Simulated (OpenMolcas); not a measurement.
**CH4AlIn (SMILES [CH2]1[AlH][InH]1): the electronic atomisation energy, rung by rung**

The species is CH4AlIn (7 atoms), meant as a singlet with charge 0. As SMILES, `[CH2]1[AlH][InH]1`. The shape is that of a PBE0-D4/def2-TZVP optimisation.

Quantity: the electronic atomisation energy, in eV. The values are calculated. Electronic energies at fixed atoms, without zero-point motion or spin-orbit coupling.

| level | kind | program | value (eV) | CPU time (all runs) |
| --- | --- | --- | --- | --- |
| PBE/def2-SVPD (core potential) | GGA | OpenMolcas | 19.01 | 50 s |
| revPBE/def2-SVPD (core potential) | GGA | OpenMolcas | 18.33 | 50 s |
| M06-L/def2-SVPD (core potential) | meta-GGA | OpenMolcas | 19.20 | 74 s |
| TPSS/def2-SVPD (core potential) | meta-GGA | OpenMolcas | 19.30 | 64 s |
| B3LYP/def2-SVPD (core potential) | global hybrid | OpenMolcas | 18.54 | 49 s |
| BHLYP/def2-SVPD (core potential) | global hybrid | OpenMolcas | 18.12 | 45 s |
| M06-2X/def2-SVPD (core potential) | hybrid meta-GGA | OpenMolcas | 18.64 | 60 s |
| PBE0/def2-SVPD (core potential) | global hybrid | OpenMolcas | 18.77 | 44 s |

The values span 18.12 to 19.30 eV. CPU times are rough (shared hosts, several kinds of processor and program).
